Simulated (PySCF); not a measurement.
Species: C2H3B2F2N.
SMILES with atom numbers: `[NH2:1][BH:2][C:3]#[C:4][B:5]([F:6])[F:7]` (hydrogens: H8, H9 on N1; H10 on B2)

Theory: PySCF, PBE0-D3(BJ)/def2-SVP geometry optimisation, gas phase.

(1) List the bond lengths and angles at this level.

Answers

(1) 
| bond | length (pm) | order |
| --- | --- | --- |
| N1–B2 | 138.8 | single |
| B2–C3 | 153.4 | single |
| C3≡C4 | 122.5 | triple |
| C4–B5 | 151.9 | single |
| B5–F6, B5–F7 | 131.7 | single |
| N1–H8, N1–H9 | 101.2 | single |
| B2–H10 | 120.8 | single |

Bonds in one row agree within 1 pm and their mean is given. Orders are formal, as drawn. A selection of angles:
| angle | degrees |
| --- | --- |
| B2–N1–H8 | 122.6 |
| H8–N1–H9 | 114.2 |
| N1–B2–C3 | 120.5 |
| N1–B2–H10 | 119.7 |
| C3–B2–H10 | 119.7 |
| B2–C3–C4 | 179.3 |
| C3–C4–B5 | 179.7 |
| C4–B5–F6 | 121.3 |
| F6–B5–F7 | 117.5 |

N1 (boron-bound nitrogen) is planar (angles 123.3°, 122.6° and 114.2°, sum 360.0°, 0.00 Å off the plane of its three neighbours). B5 (three-coordinate boron) is planar (angles 121.3°, 121.2° and 117.5°, sum 360.0°, 0.00 Å off the plane of its three neighbours). B2 (three-coordinate boron) is planar (angles 120.5°, 119.7° and 119.7°, sum 360.0°, 0.00 Å off the plane of its three neighbours).

Stationary, but not proved a minimum.

Conformer computed: `[NH2:1][BH:2][C:3]#[C:4][B:5]([F:6])[F:7]`: H–N1–B2–C3 180°, H–N1–B2–C3 0°.
